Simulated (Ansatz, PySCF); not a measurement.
H4N, charge +1. Atoms are numbered in the order given.

```xyz
5

N      0.0000     0.0000     0.0000
H      0.5918    -0.5918     0.5918
H     -0.5918    -0.5918    -0.5918
H     -0.5918     0.5918     0.5918
H      0.5918     0.5918    -0.5918
```
Charge +1, spin multiplicity 1.

The structure is a stationary point at B3LYP-D3(BJ)/def2-TZVPD.

Vertical ionisation energy (IE) and electron affinity (EA) in eV. Rows of orbital energies are one-electron estimates. Where ΔSCF, EOM or ADC give a negative EA the extra electron is unbound and the value depends on the basis.

```tsv
level	IE	EA
−ε(HOMO), −ε(LUMO), M06-2X/def2-TZVPD (PySCF)	24.36	5.62
−ε(HOMO), −ε(LUMO), r2SCAN/def2-TZVPD (PySCF)	21.43	5.85
−ε(HOMO), −ε(LUMO), PBE/def2-TZVPD (PySCF)	?	?
EOM-CCSD/aug-cc-pVDZ (PySCF)	26.52	4.47
ΔSCF, CAM-B3LYP/def2-TZVPD (Ansatz), final states of multiplicity 2 and 2	26.53	4.47
ΔSCF, PBE/def2-TZVPD (Ansatz), final states of multiplicity 2 and 2	26.42	4.55
```

Question: What belongs in the gaps? (An estimate is asked for; the answer gives what the named calculation found.)

Answer: 
- −ε(HOMO), −ε(LUMO), PBE/def2-TZVPD (PySCF), IE: 21.01
- −ε(HOMO), −ε(LUMO), PBE/def2-TZVPD (PySCF), EA: 6.87

Question: What vertical singlet–triplet gap does ΔSCF give with CAM-B3LYP/def2-TZVPD (Ansatz, a program for electronic structure) and with PBE/def2-TZVPD (Ansatz)? (An estimate is asked for; the answer gives what the named calculation found.)

Answer: 14.38 and 14.15 eV (triplet above singlet where positive).
